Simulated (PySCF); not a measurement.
Vertical excitations of a molecule C3H6BrF from TDA-PBE/def2-SVPD in PySCF, as energy in eV (oscillator strength): 5.73 (0.001), 5.95 (0.002), 6.72 (0.027), 6.89 (0.027), 7.27 (0.008), 7.32 (0.037), 7.41 (0.019), 7.50 (0.053), 7.60 (0.056), 7.73 (0.038). Lowest triplet (TDA): 5.09 eV. The structure is a stationary point at B3LYP-D3(BJ)/def2-SVP. One conformer was computed; it need not be the lowest.

### Question
Pick the molecule that these values belong to.
A. CC(C)(F)Br
B. C[C@H](F)CBr
C. CC[C@H](F)Br

### Answer
C, CC[C@H](F)Br
